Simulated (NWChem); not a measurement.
Program: NWChem. System: Cl$_{3}$In, charge 0, spin multiplicity 1, displaced from the optimised geometry. The structure started from a generated list of species. Level: PBE/def2-SVP with def2 effective core potentials on In.

Output (cleaned and shortened):

```
             Northwest Computational Chemistry Package (NWChem) 7.3.0
             --------------------------------------------------------

                                NWChem Input Module
                                -------------------

 Scaling coordinates for geometry "geometry" by  1.889725989
 (inverse scale =  0.529177249)

 Turning off AUTOSYM since
 SYMMETRY directive was detected!

                             Geometry "geometry" -> ""
                             -------------------------

 Output coordinates in angstroms (scale by  1.889725989 to convert to a.u.)

  No.       Tag          Charge          X              Y              Z
 ---- ---------------- ---------- -------------- -------------- --------------
    1 In                  49.0000     0.00000000     0.00000000    -0.00000100
    2 Cl                  17.0000     0.00000000     0.00000000     2.36731800
    3 Cl                  17.0000    -2.05015700     0.00000000    -1.18365800
    4 Cl                  17.0000     2.05015700     0.00000000    -1.18365800

 Effective nuclear repulsion energy (a.u.)     670.5059296834

            Nuclear Dipole moment (a.u.)
            ----------------------------
        X                 Y               Z
 ---------------- ---------------- ----------------
     0.0000000000     0.0000000000    -0.0000283459

      Symmetry information
      --------------------

 Group name             C2v
 Group number             16
 Group order               4
 No. of unique centers     3

      Symmetry unique atoms

     1    2    3


 Summary of "ao basis" -> "" (spherical)
 ------------------------------------------------------------------------------
       Tag                 Description            Shells   Functions and Types
 ---------------- ------------------------------  ------  ---------------------
 *                          def2-svp                  on all atoms

 Summary of "ao basis" -> "ao basis" (spherical)
 ------------------------------------------------------------------------------
       Tag                 Description            Shells   Functions and Types
 ---------------- ------------------------------  ------  ---------------------
 In                         def2-svp                10       26   4s4p2d
 Cl                         def2-svp                 8       18   4s3p1d

 Summary of "ao basis" -> "ao basis" (spherical)
 ------------------------------------------------------------------------------
[...]
     L   x y z        total         alpha         beta         nuclear
     -   - - -        -----         -----         ----         -------
     0   0 0 0     -0.000000    -36.000000    -36.000000     72.000000

     1   1 0 0      0.000000      0.000000      0.000000      0.000000
     1   0 1 0     -0.000000     -0.000000     -0.000000      0.000000
     1   0 0 1      0.000037      0.000006      0.000006      0.000025

     2   2 0 0    -48.179550   -279.254616   -279.254616    510.329683
     2   1 1 0     -0.000000     -0.000000     -0.000000      0.000000
     2   1 0 1      0.000000      0.000000      0.000000      0.000000
     2   0 2 0    -42.389364    -21.194682    -21.194682      0.000000
     2   0 1 1     -0.000000     -0.000000     -0.000000      0.000000
     2   0 0 2    -48.179501   -279.254579   -279.254579    510.329658

            General Information
            -------------------
          SCF calculation type: DFT
          Wavefunction type:  closed shell.
          No. of atoms     :     4
          No. of electrons :    72
           Alpha electrons :    36
            Beta electrons :    36
          Charge           :     0
          Spin multiplicity:     1
          Use of symmetry is: on ; symmetry adaption is: on
          Maximum number of iterations: 100
          AO basis - number of functions:    80
                     number of shells:    34
          Convergence on energy requested:  1.00D-06
          Convergence on density requested:  1.00D-05
          Convergence on gradient requested:  5.00D-04

              XC Information
              --------------
          PerdewBurkeErnzerhof Exchange Functional  1.000
            Perdew 1991 LDA Correlation Functional  1.000 local
           PerdewBurkeErnz. Correlation Functional  1.000 non-local

             Grid Information
             ----------------
          Grid used for XC integration:  xcoarse
          Radial quadrature: Mura-Knowles
          Angular quadrature: Lebedev.
          Tag              B.-S. Rad. Rad. Pts. Rad. Cut. Ang. Pts.
          ---              ---------- --------- --------- ---------
          In                  1.55       84           7.0       194
          Cl                  1.00       42          10.0       194
          Grid pruning is: on
          Number of quadrature shells:   168
          Spatial weights used:  Erf1

          Convergence Information
          -----------------------
          Convergence aids based upon iterative change in
          total energy or number of iterations.
          Levelshifting, if invoked, occurs when the
          HOMO/LUMO gap drops below (HL_TOL):  1.00D-02
          DIIS, if invoked, will attempt to extrapolate
          using up to (NFOCK): 10 stored Fock matrices.

                    Damping( 0%)  Levelshifting(0.5)       DIIS
                  --------------- ------------------- ---------------
          dE  on:    start            ASAP                start
          dE off:    2 iters        100 iters           100 iters

      Screening Tolerance Information
      -------------------------------
          Density screening/tol_rho:  1.00D-10
          AO Gaussian exp screening on grid/accAOfunc:  14
          CD Gaussian exp screening on grid/accCDfunc:  20
          XC Gaussian exp screening on grid/accXCfunc:  20
          Schwarz screening/accCoul:  1.00D-08

                            NWChem DFT Gradient Module
                            --------------------------

  charge          =   0.00
  wavefunction    = closed shell

  Using symmetry

                         DFT ENERGY GRADIENTS

    atom               coordinates                        gradient
                 x          y          z           x          y          z
   1 In      0.000000   0.000000  -0.000002    0.000000   0.000000   0.000005
   2 Cl      0.000000   0.000000   4.473582    0.000000   0.000000   0.006306
   3 Cl     -3.874235   0.000000  -2.236789   -0.005452   0.000000  -0.003155
   4 Cl      3.874235   0.000000  -2.236789    0.005452   0.000000  -0.003155

                 ----------------------------------------
                 |  Time  |  1-e(secs)   |  2-e(secs)   |
                 ----------------------------------------
                 |  CPU   |       0.01   |       0.91   |
                 ----------------------------------------
                 |  WALL  |       0.01   |       0.91   |
                 ----------------------------------------

 Task  times  cpu:        1.8s     wall:        1.8s

 Total times  cpu:        1.8s     wall:        1.8s
```

Problem. Write an NWChem input that would produce this output.

Solution. This is not unique; one that fits is 
```
start mol
memory heap 200 mb stack 900 mb global 1100 mb
geometry units angstroms nocenter noautoz
  In     0.000000     0.000000    -0.000001
  Cl     0.000000     0.000000     2.367318
  Cl    -2.050157     0.000000    -1.183658
  Cl     2.050157     0.000000    -1.183658
  symmetry group C2v
end
basis spherical
  * library def2-svp
end
ecp
  In library def2-ecp
end
dft
  xc xpbe96 cpbe96
  semidirect memsize 60000000 filesize 0
  iterations 100
  grid xcoarse
end
task dft gradient
```
